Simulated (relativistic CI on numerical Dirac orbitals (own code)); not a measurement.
# Inner-shell lines of Se8+

Computed by Dirac-Coulomb-Breit CI, orbitals from a KLI potential per configuration, a model potential for QED, valence Slater integrals scaled by 0.85 (own radial code, finite nucleus).

Configurations in the expansion (outside the closed core 1s2 2s2 3s2 3p6): 2p6.3d8, 2p5.3d9, 2p5.3d8.4s, 2p5.3d8.4d. Levels of other configurations are missing.

The table holds the strongest lines. The upper levels have an inner-shell vacancy. Auger decay, open to those above the ionisation limit, is not computed, and radiative decays to configurations outside the model are missing too. Absolute energies can be off by a few tenths of a per cent, so close lines can change order. LS names give the leading component, which can be well under half, for lower levels too. Brackets number the levels in order of energy.

```
 E (eV)               Upper             Lower   A (s⁻¹)  gA (s⁻¹)
1386.29  2p5.3d9 1D°_2 [11]  2p6.3d8 1D_2 [4]  1.21e+13  6.07e+13
1388.00  2p5.3d9 3D°_2 [13]  2p6.3d8 3P_2 [6]  7.54e+12  3.77e+13
1388.93  2p5.3d9 3P°_1 [14]  2p6.3d8 3P_1 [5]  8.67e+12  2.60e+13
1389.04  2p5.3d9 3F°_4 [10]  2p6.3d8 3F_4 [1]  1.08e+13  9.68e+13
1389.47  2p5.3d9 3P°_0 [15]  2p6.3d8 3P_1 [5]  2.60e+13  2.60e+13
1389.66  2p5.3d9 1F°_3 [16]  2p6.3d8 1G_4 [8]  2.48e+13  1.74e+14
1390.99  2p5.3d9 3D°_3 [12]  2p6.3d8 3F_4 [1]  2.36e+13  1.65e+14
1391.62  2p5.3d9 3D°_2 [13]  2p6.3d8 3F_3 [2]  1.94e+13  9.72e+13
1393.97  2p5.3d9 1P°_1 [17]  2p6.3d8 3F_2 [3]  1.45e+13  4.35e+13
1394.15  2p5.3d9 1F°_3 [16]  2p6.3d8 3F_3 [2]  4.89e+12  3.42e+13
1394.92  2p5.3d9 1F°_3 [16]  2p6.3d8 3F_4 [1]  4.52e+12  3.17e+13
1426.97  2p5.3d9 3F°_2 [18]  2p6.3d8 3P_2 [6]  4.87e+12  2.44e+13
1428.28  2p5.3d9 3P°_2 [19]  2p6.3d8 3P_2 [6]  7.56e+12  3.78e+13
1428.29  2p5.3d9 3P°_2 [19]  2p6.3d8 3P_1 [5]  9.04e+12  4.52e+13
1428.31  2p5.3d9 1F°_3 [20]  2p6.3d8 1G_4 [8]  2.01e+13  1.40e+14
1430.16  2p5.3d9 3F°_2 [18]  2p6.3d8 3F_2 [3]  7.15e+12  3.58e+13
1431.27  2p5.3d9 3D°_1 [21]  2p6.3d8 3P_2 [6]  9.00e+12  2.70e+13
1431.89  2p5.3d9 3P°_2 [19]  2p6.3d8 3F_3 [2]  9.10e+12  4.55e+13
1432.80  2p5.3d9 1F°_3 [20]  2p6.3d8 3F_3 [2]  7.08e+12  4.95e+13
1434.46  2p5.3d9 3D°_1 [21]  2p6.3d8 3F_2 [3]  9.66e+12  2.90e+13
```
